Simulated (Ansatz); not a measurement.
Saddle search on CH$_{6}$OZn, singlet by partitioned rational-function steps on PBE0-D4/def2-TZVP gradients (Ansatz 0.2.0), from this start:

```
9
angstrom
Zn -0.0062 -0.1072 -0.2097
H -0.1911 -0.8721 -1.9291
C -0.4040 1.5352 0.7544
H 0.2535 -1.6092 -1.3839
O 0.6871 -1.9084 -0.2605
H -1.4472 1.5368 1.1080
H -0.2672 2.4170 0.1092
H 0.2504 1.6511 1.6328
H 1.1250 -2.6431 0.1790
```

```
step  energy less the last (meV)  largest force (eV/Å)  curvature followed (eV/Å²)
   1                        66.2                 0.297                       -6.72
   2                        59.1                 0.131                       -7.56
   3                        57.5                 0.079                       -7.59
   4                        53.1                 0.228                       -7.62
   5                        47.8                 0.866                       -7.61
   6                        55.3                 1.099                       -7.61
   7                        18.2                 0.215                       -7.61
   8                        18.0                 0.983                       -7.74
   9                         7.8                 0.278                       -7.74
  10                         0.2                 0.178                       -8.94
  11                         2.1                 0.125                       -8.93
  12                         0.8                 0.098                       -8.84
  13                         0.2                 0.039                       -9.37
  14                         0.4                 0.047                       -9.33
  15                         0.0                 0.012                       -9.29
  16                         0.1                 0.041                       -9.27
  17                         0.0                 0.005                       -9.26
```

The search ended at:

| atom | x (Å) | y (Å) | z (Å) |
| --- | --- | --- | --- |
| Zn1 | -0.0561 | -0.1388 | -0.2109 |
| H2 | 0.1357 | -0.7692 | -1.9623 |
| C3 | -0.4032 | 1.5128 | 0.7472 |
| H4 | 0.3358 | -1.5475 | -1.3609 |
| O5 | 0.3082 | -2.0845 | -0.2028 |
| H6 | -1.3323 | 1.4298 | 1.3153 |
| H7 | -0.4938 | 2.3520 | 0.0559 |
| H8 | 0.4057 | 1.7271 | 1.4489 |
| H9 | 1.1001 | -2.4817 | 0.1698 |
